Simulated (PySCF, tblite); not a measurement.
Isomers of C5H9Cl2NSi. All values are computed: GFN2-xTB (tblite) harmonic vibrations without scaling, gas phase. The method is semi-empirical: single wavenumbers can be off by several per cent or more. Modes of hydrogen on silicon can be 10 to 20 % off. One conformer each.

Electronic energies: PBE0/pcSseg-1 single points on the GFN2-xTB geometries (PySCF, gas phase).

| SMILES | electronic energy, lowest = 0 (kcal/mol) |
| --- | --- |
| [H]/N=C/C([SiH3])=C(\C)C(Cl)Cl | 39.1 |
| CC[Si@@H](C#N)CC(Cl)Cl | 0.0 |
| N#CC[C@H](CCl)[SiH2]CCl | 14.7 |

**Question.** How do GFN2-xTB zero-point energies change the relative energies?

**Answer.** 
```tsv
SMILES	ZPE (kcal/mol)	of it from modes above 1550 cm⁻¹	electronic (kcal/mol)	with ZPE, lowest = 0 (kcal/mol)	lowest mode (cm⁻¹)	rings
CC[Si@@H](C#N)CC(Cl)Cl	80.4	40.9	0.0	0.0	22	0
N#CC[C@H](CCl)[SiH2]CCl	79.4	39.8	14.7	13.7	33	0
[H]/N=C/C([SiH3])=C(\C)C(Cl)Cl	77.2	40.7	39.1	35.9	14i	0
```

The zero-point energies span 3.2 kcal/mol, from `[H]/N=C/C([SiH3])=C(\C)C(Cl)Cl` to `CC[Si@@H](C#N)CC(Cl)Cl`. Slightly imaginary modes are left out of the zero-point energy: `[H]/N=C/C([SiH3])=C(\C)C(Cl)Cl` 13.7i cm⁻¹. The order is unchanged.

**Question.** And how do the electronic energies of GFN2-xTB itself compare?

**Answer.** `CC[Si@@H](C#N)CC(Cl)Cl` 7.7; `N#CC[C@H](CCl)[SiH2]CCl` 0.0; `[H]/N=C/C([SiH3])=C(\C)C(Cl)Cl` 5.2 kcal/mol, lowest = 0. Against the energies above, taken from the same isomer `CC[Si@@H](C#N)CC(Cl)Cl`, the largest difference is 41.6 kcal/mol.
